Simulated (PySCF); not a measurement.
# Ionisation energy of Bi by level of theory

Bi [Xe] 4f14 5d10 6s2 6p3 (4S) → Bi+ [Xe] 4f14 5d10 6s2 6p2 (3P), as a difference of total energies. Calculation: PySCF 2.14, in def2-QZVPPD with the def2 core potential (60 electrons) (8s6p5d4f1g, 88 functions); a scalar-relativistic core potential. Correlated levels: valence: 5s2 5p6 5d10 frozen. The calculations carry no spin-orbit coupling.

```csv
method,ionisation energy (eV)
UHF,8.204
MP2 (valence),8.580
SCS-MP2 (valence),8.463
CCSD (valence),8.584
CCSD(T) (valence),8.612
```

How much does correlation contribute at CCSD(T) (valence)?

8.612 − (8.204) = 0.408 eV, measured against UHF.

Spin-orbit coupling is strong in these open shells (close to jj coupling). The scalar numbers leave it out and a first-order estimate fails, so it can dominate the gap to the real levels.

Errors of the correlated levels include the incompleteness of this basis and the frozen core.

For comparison: 7.286 eV (measured; NIST Atomic Spectra Database, ionization energies).
